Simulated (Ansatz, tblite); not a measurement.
Removing and adding an electron: B(THF)H3 (C₄H₁₁BO). Total charge 0; singlet. Geometry: PBE-D4/def2-SVP. Ansatz, gas phase; energy differences of separate SCF runs; the oxidised species was run as a doublet alone; the reduced species was run as a doublet alone.

```xyz
17

B    -2.1335   -0.5780   -0.3475
O    -0.7581    0.2023    0.0350
C     0.1373    0.5495   -1.0583
C     1.4458    0.8678   -0.3527
C     1.4727   -0.2030    0.7511
C     0.0060   -0.3099    1.1757
H    -0.3322    1.3895   -1.6026
H     0.2176   -0.3274   -1.7378
H     2.3164    0.8126   -1.0343
H     1.4138    1.8881    0.0829
H     1.8224   -1.1692    0.3330
H     2.1368    0.0580    1.5977
H    -0.3339   -1.3456    1.3697
H    -0.2549    0.3296    2.0429
H    -2.6195    0.1103   -1.2414
H    -2.7735   -0.5752    0.7007
H    -1.7632   -1.6996   -0.7142
```

The xTB rows come from tblite. LC-ωPBE has ω = 0.4 bohr⁻¹. Correlated methods freeze 6 core orbitals. The rows differ in basis, and correlated rows in double-zeta sets carry the largest basis error. In CCSD on the charge 1 doublet the largest single amplitude is 0.20, so its Hartree–Fock determinant may place the open shell otherwise than the density functionals do.

Estimate orbital energies and vertical ionisation energies and electron affinities at: GFN1-xTB; GFN2-xTB; HF/def2-SVP; PBE-D4/def2-TZVP; PBE-D4/def2-TZVPD; PBE0-D4/def2-TZVP; PBE0-D4/def2-TZVPD; LC-ωPBE/def2-TZVP; LC-ωPBE/def2-TZVPD; MP2/def2-SVP; CCSD/def2-SVP; CCSD(T)/def2-SVP.


| level | −HOMO (eV) | vertical IE (eV) | −LUMO (eV) | vertical EA (eV) | HOMO–LUMO gap (eV) | IE − EA (eV) | remarks |
| --- | --- | --- | --- | --- | --- | --- | --- |
| GFN1-xTB | 10.64 | 14.23 | 3.85 | 1.11 | 6.79 | 13.12 | – |
| GFN2-xTB | 9.94 | 13.23 | 2.23 | -0.79 | 7.71 | 14.02 | – |
| HF/def2-SVP | – | 9.49 | – | – | – | – | – |
| PBE-D4/def2-TZVP | 6.11 | 9.37 | 0.26 | – | 5.85 | – | – |
| PBE-D4/def2-TZVPD | 6.13 | – | 0.72 | -0.68 | 5.41 | – | HOMO above zero (-1 doublet) |
| PBE0-D4/def2-TZVP | 7.49 | 9.75 | -0.57 | – | 8.06 | – | – |
| PBE0-D4/def2-TZVPD | 7.50 | – | 0.07 | -0.84 | 7.43 | – | HOMO above zero (-1 doublet) |
| LC-ωPBE/def2-TZVP | 10.32 | 10.05 | -2.63 | – | 12.95 | – | – |
| LC-ωPBE/def2-TZVPD | 10.33 | – | -1.41 | -1.22 | 11.75 | – | HOMO above zero (-1 doublet) |
| MP2/def2-SVP | – | 10.08 | – | – | – | – | – |
| CCSD/def2-SVP | – | 10.02 | – | – | – | – | – |
| CCSD(T)/def2-SVP | – | 9.98 | – | – | – | – | – |

   A HOMO above zero means that the electron is unbound at that level or that self-interaction error raises the level; the energy of removing that electron tells which. Raw xTB energy differences between charge states are shifted by several eV; the methods need an empirical correction for them. A negative affinity means that the extra electron isn't bound; its size then hangs on the basis.
